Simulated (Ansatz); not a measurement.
Ideal-gas functions of CH3NOSSi (`N=C1S[SiH]1O`) at 298.15 K and 1 bar, from an Ansatz frequency run at PBE0-D4/def2-TZVP.

Molar mass 105.19 g/mol, point group C1 (symmetry number 1), electronic degeneracy 1, moments of inertia 99.371, 191.438, 258.319 u Å². Harmonic wavenumbers (cm⁻¹, unscaled): 154, 222, 325, 366, 427, 447, 604, 643, 692, 777, 828, 888, 957, 1176, 1741, 2293, 3473, 3902.

Use S(trans) = R[1.5 ln M + 2.5 ln T − 1.1517]; rotational temperatures θ = 24.2544 K / I; S(rot) = R[ln(√π/σ · √(T³/θAθBθC)) + 1.5]; for each mode x = 1.438777 ν̃/T, S = R[x/(eˣ − 1) − ln(1 − e⁻ˣ)] and H = RT x/(eˣ − 1); 1 cm⁻¹ = 0.0119627 kJ/mol; R = 8.31446 J/(mol·K).

Question: By hand: the entropy, in J/(mol·K).

Answer: Translation 166.9. Rotation: θ = 0.2441, 0.1267, 0.0939 K, giving 112.6. Vibration, mode by mode: 10.97, 8.13, 5.38, 4.59, 3.63, 3.37, 1.85, 1.60, 1.32, 0.95, 0.78, 0.61, 0.47, 0.19, 0.02, 0.00, 0.00, 0.00, in all 43.8. Electronic 0.0. Sum 323.3 J/(mol·K).

Question: By hand: H − E and G − E in kJ/mol, counted from the electronic energy.

Answer: Zero-point energy ½ × 19915 × 0.0119627 = 119.1; thermal vibration 8.2; translation, rotation and pV give 4 RT = 9.9. H − E = 137.2 kJ/mol, and G − E = 137.2 − 298.15 × 323.3/1000 = 40.8 kJ/mol.

Vibration gives 14 % of the entropy. The sum counts one conformer and one mirror image; others add a mixing term.
